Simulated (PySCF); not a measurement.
## `N/C=C/C=C/C=C/C=S`, C7H9NS

Geometry:
```tsv
atom	x (Å)	y (Å)	z (Å)
N1	-4.278	0.377	0.258
C2	-3.034	0.246	-0.256
C3	-1.900	0.180	0.481
C4	-0.616	0.042	-0.095
C5	0.545	-0.028	0.614
C6	1.810	-0.168	0.009
C7	2.990	-0.241	0.692
C8	4.233	-0.382	0.056
S9	5.670	-0.473	0.849
H10	-5.086	0.422	-0.332
H11	-4.401	0.434	1.253
H12	-2.986	0.192	-1.336
H13	-1.968	0.236	1.560
H14	-0.568	-0.013	-1.176
H15	0.509	0.026	1.694
H16	1.837	-0.221	-1.073
H17	2.990	-0.190	1.773
H18	4.243	-0.434	-1.030
```

Computed with PySCF 2.14.0, TDDFT wB97X-D/def2-SVP excited states, vertical, gas phase. Geometry: GFN2-xTB.

(1) How strongly do the lowest singlets absorb one photon, and two photons of half the energy?

## Answers

(1) δ for parallel linear polarisation; σ at the peak of a Lorentzian of half width 0.1 eV, single beam; Ω is circular over linear.
```csv
state,E (eV),f,photon λ (nm),δ (au),σ (GM),Ω,main
S1,2.13,0.000,1163,0.19,0.00,1.50,"HOMO−1→LUMO 0.86, HOMO−1→LUMO+1 0.12"
S2,3.47,1.589,714,5770,25.51,0.69,HOMO→LUMO 0.97
S3,5.24,0.031,473,13400,135.02,0.68,HOMO−2→LUMO 0.92
S4,5.58,0.103,444,133,1.51,1.25,HOMO→LUMO+1 0.91
S5,5.62,0.000,441,<0.1,0.00,–,"HOMO−1→LUMO+1 0.64, HOMO−1→LUMO+4 0.18"
```

Among these, the strongest one-photon state is S2, the strongest two-photon state S3, with a dipole change of 0.8 D (relaxed, norm of the difference vector).
